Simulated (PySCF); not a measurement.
Job file and geometry (Å, from GFN2-xTB) of an NMR shielding run on SMILES N#CC[C@@H]1C=CC[SiH2]1, C₆H₉NSi, GIAO PBE0/pcSseg-1 NMR shielding, non-relativistic, gas phase (PySCF 2.14.0, density-fitted response routines); density fitting, a coarse starting grid and PySCF grid level 2 are the driver's defaults:

```
$ OMP_NUM_THREADS=1 python probes_run.py task.json out

{"job": {"kind": "nmr", "xc": "PBE0", "basis": "pcSseg-1"}, "charge": 0, "multiplicity": 1}
N      3.741060     0.862531    -0.186343
C      2.846262     0.186204     0.037897
C      1.702075    -0.651248     0.285986
C      0.490424    -0.181292    -0.539362
C      0.059828     1.195335    -0.112592
C     -1.180212     1.379203     0.304942
C     -2.125526     0.213681     0.329446
Si    -1.082580    -1.253784    -0.294141
H      1.467755    -0.615652     1.353586
H      1.965043    -1.679295     0.021014
H      0.803272    -0.144567    -1.588658
H      0.790798     1.990602    -0.150768
H     -1.547437     2.342967     0.627214
H     -2.519897     0.074496     1.337669
H     -2.988250     0.423699    -0.305039
H     -1.553805    -1.837222    -1.550868
H     -0.875808    -2.293628     0.719031
```

Problem. Write the output of this run.

Solution. 
```
coarse grid: 14784 points
cycle   1  E = -577.6328590671  dE =  1.043e+00  |g| = 5.178e-01  |ddm| = 3.834e+00
cycle   2  E = -577.5048590767  dE =  1.280e-01  |g| = 9.281e-01  |ddm| = 1.257e+00
cycle   3  E = -577.6956468792  dE = -1.908e-01  |g| = 1.759e-01  |ddm| = 8.123e-01
cycle   4  E = -577.7023051847  dE = -6.658e-03  |g| = 4.973e-02  |ddm| = 1.634e-01
cycle   5  E = -577.7028721394  dE = -5.670e-04  |g| = 1.228e-02  |ddm| = 5.547e-02
cycle   6  E = -577.7029044864  dE = -3.235e-05  |g| = 4.367e-03  |ddm| = 1.364e-02
cycle   7  E = -577.7029089358  dE = -4.449e-06  |g| = 1.394e-03  |ddm| = 4.640e-03
final grid: 138520 points
cycle   8  E = -577.7499532556  dE = -3.272e-05  |g| = 7.652e-03  |ddm| = 3.230e-02
cycle   9  E = -577.7499447524  dE =  8.503e-06  |g| = 9.569e-03  |ddm| = 1.553e-02
cycle  10  E = -577.7499686481  dE = -2.390e-05  |g| = 1.099e-03  |ddm| = 8.800e-03
cycle  11  E = -577.7499689190  dE = -2.708e-07  |g| = 3.556e-04  |ddm| = 1.176e-03
cycle  12  E = -577.7499689488  dE = -2.988e-08  |g| = 9.115e-05  |ddm| = 3.774e-04
cycle  13  E = -577.7499689507  dE = -1.838e-09  |g| = 2.954e-05  |ddm| = 8.690e-05
cycle  14  E = -577.7499689508  dE = -1.342e-10  |g| = 1.720e-05  |ddm| = 3.348e-05
converged SCF energy = -577.7499689508

GIAO shielding tensors (ppm)
atom      isotropic    diamagn.    paramagn.     s11        s22        s33       span
  0 N      -30.239     340.072    -370.311   -199.736   -188.287    297.305    497.040
  1 C       61.879     259.525    -197.646    -57.869    -49.351    292.858    350.727
  2 C      164.538     248.046     -83.508    151.376    163.555    178.683     27.306
  3 C      155.792     252.252     -96.460    142.325    155.327    169.725     27.400
  4 C       44.722     257.306    -212.584    -65.793     63.505    136.452    202.245
  5 C       46.999     255.524    -208.525    -61.313     61.966    140.344    201.656
  6 C      169.459     254.039     -84.580    152.260    160.001    196.115     43.855
  7 Si     376.929     880.509    -503.580    330.486    374.393    425.908     95.422
  8 H       29.762      29.349       0.413     24.864     30.207     34.215      9.351
  9 H       29.232      27.691       1.541     23.095     29.321     35.282     12.187
 10 H       29.264      32.502      -3.238     25.436     27.718     34.636      9.200
 11 H       25.232      33.592      -8.360     22.692     24.773     28.232      5.540
 12 H       25.492      31.554      -6.062     23.070     25.859     27.546      4.475
 13 H       29.818      29.964      -0.145     25.595     26.965     36.895     11.301
 14 H       29.845      29.404       0.442     25.287     27.036     37.213     11.926
 15 H       27.304      29.101      -1.797     23.792     25.024     33.098      9.306
 16 H       27.712      29.189      -1.478     24.226     26.214     32.696      8.470
```

Problem. Turn these shieldings into chemical shifts. References, each an isolated molecule treated in the same way: NH3 for 15N (σref 267.73); TMS for 13C (σref 186.93), 29Si (σref 349.16), 1H (σref 31.72).

Solution. Averaging equivalent atoms: N 0: 298.0; C 4: 142.2; C 5: 139.9; C 1: 125.0; C 3: 31.1; C 2: 22.4; C 6: 17.5; Si 7: -27.8; H 11: 6.48; H 12: 6.23; H 15: 4.41; H 16: 4.01; H 9: 2.48; H 10: 2.45; H 8: 1.96; H 13: 1.90; H 14: 1.87 ppm. Experimental scales use liquid or dissolved standards, which lie at an offset from isolated NH3 (liquid NH3: subtract about 20 ppm). Unscaled 15N shifts of sp2 nitrogen come out 20 to 40 ppm too high even then.

Size and cost of the density-fitted run: 188 basis functions, 32 s wall time on 1 thread of an Arm Neoverse V1, shared host; peak memory 0.84 GiB.
